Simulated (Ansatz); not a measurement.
Gas-phase electronic energies from Ansatz, PBE0-D4/def2-TZVP geometries. CBS: MP2 limit from def2 TZ/QZ plus the TZ coupled-cluster correction, frozen cores. This one scheme is used for every species. Functionals use def2-TZVPP. One conformer a species, not always the lowest.

Consider the hydrogenolysis of the Si–C bond: `CO[Si]C` + H₂ → `CO[SiH]` + CH₄.

```csv
level,ΔE (kcal/mol)
B97M-V,-8.0
PBE-QIDH,-6.6
r2SCANh,-5.8
CCSD(T)/def2-SVP,-9.8
```

What does CCSD(T)/CBS give? (Best estimate.)

Ansatz gave: -5.9 kcal/mol. The listed levels differ from it by -2.1, -0.7, 0.1, -3.9 kcal/mol.

What do rigid-rotor, harmonic-oscillator terms from PBE0-D4/def2-TZVP frequencies (298.15 K, 1 bar) make of the CCSD(T)/CBS value? (Estimate.)

Ansatz gave: ΔZPE = +3.8 kcal/mol, ΔH = -3.0 kcal/mol, ΔS = 6 J/(mol·K), ΔG = -3.4 kcal/mol.

Largest T1 diagnostic among the species: 0.015.

The D4 term adds +2.1 kcal/mol with B3LYP and +1.1 kcal/mol with PBE0; it sums over pairs of atoms, weighted by their polarisabilities, and B3LYP, whose exchange is more repulsive, gets the larger term. In def2-TZVPP, CCSD(T) changes the Hartree–Fock value by +5.5 kcal/mol (the triples alone add +1.1 kcal/mol) and MP2 by +6.8 kcal/mol.

B3LYP here is the variant with VWN-RPA as its local correlation; programs differ in this.
